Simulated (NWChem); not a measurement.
# LiCl; SMILES [Li][Cl]

Results from NWChem. Geometry: optimised at PBE0/def2-SVP. Total energies compare along this basis series because the functional is fixed.

| level | basis functions | energy (Ha) | highest occupied level (eV) | orbital gap (eV) | dipole (D) | relative time |
|---|---|---|---|---|---|---|
| PBE/cc-pVDZ | 32 | -467.5795 | -5.79 | 3.93 | 6.60 | 1 |
| PBE/aug-cc-pVDZ | 50 | -467.5853 | -5.90 | 4.05 | 6.77 | 1 |
| PBE/cc-pVTZ | 64 | -467.6013 | -5.84 | 4.04 | 6.63 | 3 |
| PBE/aug-cc-pVTZ | 96 | -467.6029 | -5.91 | 4.10 | 6.79 | 6 |
| PBE/cc-pVQZ | 114 | -467.6065 | -5.88 | 4.10 | 6.72 | 10 |

Times are rough ratios from one shared machine.
